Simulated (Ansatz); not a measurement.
Gas-phase electronic energies from Ansatz, PBE0-D4/def2-TZVP geometries. CBS: MP2 limit from def2 TZ/QZ plus the TZ coupled-cluster correction, frozen cores. Functionals use def2-TZVPP. Each species was taken in one conformer, which may not be the lowest.

`[SiH3]C=C([SiH3])[SiH3]` → `[SiH3]CC1[SiH2][SiH2]1`  (isomerisation)

`[SiH3]C=C([SiH3])[SiH3]`:

Cartesian coordinates in Å:
```
Si -0.075 -1.443 -1.961
C -0.099 0.209 -1.059
C -0.004 0.435 0.263
Si -0.058 2.201 0.882
Si 0.179 -0.943 1.514
H 1.202 -2.169 -1.731
H -1.203 -2.311 -1.535
H -0.210 -1.164 -3.415
H -0.204 1.077 -1.717
H 1.190 2.532 1.622
H -1.198 2.389 1.821
H -0.210 3.117 -0.279
H 1.442 -0.763 2.279
H 0.200 -2.267 0.839
H -0.952 -0.902 2.478
```

`[SiH3]CC1[SiH2][SiH2]1`:

Cartesian coordinates in Å:
```
Si -1.433 -0.363 -1.746
C -0.831 0.682 -0.305
C -0.017 -0.145 0.681
Si 1.096 0.640 2.015
Si 1.781 -0.661 0.314
H -2.264 -1.488 -1.237
H -2.247 0.433 -2.706
H -0.267 -0.939 -2.473
H -0.233 1.507 -0.707
H -1.691 1.149 0.189
H -0.578 -0.986 1.098
H 1.259 2.111 1.909
H 0.919 0.173 3.411
H 2.123 -2.098 0.434
H 2.384 -0.015 -0.877
```

(1) Is it downhill or uphill in electronic energy at CCSD(T)/CBS, and by how much? (An estimate is asked.)

(2) What do these levels give: PBE0-D4, ωB97X-V, ωB97M-V, B2PLYP, CCSD/def2-TZVPP, MP2/CBS(def2)? (An estimate is asked.)

Largest T1 diagnostic among the species: 0.013.

## Answers

(1) Computed: Uphill: ΔE = +0.33 eV.

(2) The calculation gave: PBE0-D4 0.07, ωB97X-V 0.24, ωB97M-V 0.29, B2PLYP 0.40, CCSD/def2-TZVPP 0.38, MP2/CBS(def2) 0.27 eV.

In def2-TZVPP, CCSD(T) changes the Hartree–Fock value by −0.38 eV (the triples alone add −0.02 eV) and MP2 by −0.44 eV.
